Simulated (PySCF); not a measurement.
PBE on Si⁻ (silicon, charge -1), [Ne] 3s2 3p3, high-spin 4S determinant. Calculation: PySCF 2.14, in aug-cc-pwCVTZ; no relativity, point nucleus.

```
cycle= 1 E= -289.285689777012  delta_E= -0.00947  |g|= 0.014  |ddm|= 0.365
cycle= 2 E= -289.285698329225  delta_E= -8.55e-06  |g|= 0.00651  |ddm|= 0.0322
cycle= 3 E= -289.285714340614  delta_E= -1.6e-05  |g|= 0.00313  |ddm|= 0.0286
cycle= 4 E= -289.28572552705  delta_E= -1.12e-05  |g|= 0.000508  |ddm|= 0.0125
cycle= 5 E= -289.285725772102  delta_E= -2.45e-07  |g|= 1.58e-05  |ddm|= 0.00158
cycle= 6 E= -289.285725772434  delta_E= -3.32e-10  |g|= 1.14e-06  |ddm|= 7.9e-05
converged SCF energy = -289.285725772434  <S^2> = 3.7504206  2S+1 = 4.0002103
```

Highest occupied orbital energy: 1.157 eV; ⟨L²⟩ = 0.00; populations by l: s 6.00, p 9.00, d 0.00, f 0.00.

**Question.** Can this result be used?

**Answer.** With care. The run converged. At PBE the highest occupied level has a positive energy, so only the finite basis holds that electron; in a semilocal or global hybrid functional this comes from self-interaction and does not mean that the real anion is unbound.
